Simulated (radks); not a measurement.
Values are calculated unless marked as measured or tabulated.
Species: V+. Configuration: [Ar] 3d3.5 4p0.5 (fractional occupations, a model configuration). Level of theory: scalar-relativistic Kohn-Sham, LDA (Slater exchange, Perdew-Wang correlation), spin-polarised, spherical densities, point nucleus; open shells are filled with parallel spins first (a radial shooting solver on a logarithmic mesh with Libxc functionals).

Unscreened Slater integrals over Kohn-Sham orbitals (cm^-1). They are taken over the spin-up orbitals.

F0(4p,4p): 52667
F2(4p,4p): 27804
F0(4p,3d): 66838
F2(4p,3d): 16839
G1(4p,3d): 9058.7
G3(4p,3d): 7014.9
F0(4p,3p): 68862
F2(4p,3p): 12077
G0(4p,3p): 3083.8
G2(4p,3p): 3504.0
F0(4p,3s): 69194
G1(4p,3s): 3657.1
F0(3d,3d): 143960
F2(3d,3d): 64394
F4(3d,3d): 39646
F0(3d,3p): 164740
F2(3d,3p): 75433
G1(3d,3p): 93864
G3(3d,3p): 56012
F0(3d,3s): 169290
G2(3d,3s): 70200
F0(3p,3p): 193910
F2(3p,3p): 96701
F0(3p,3s): 200270
G1(3p,3s): 132540
F0(3s,3s): 207320

Derived for the open shells (J is the average intra-shell exchange parameter used in DFT+U). 3d: Racah B = F2/49 - 5 F4/441 = 864.7 cm^-1, C = 35 F4/441 = 3147 cm^-1, C/B = 3.64, F4/F2 = 0.616, J = (F2 + F4)/14 = 7431 cm^-1. 4p: J = F2/5 = 5561 cm^-1.
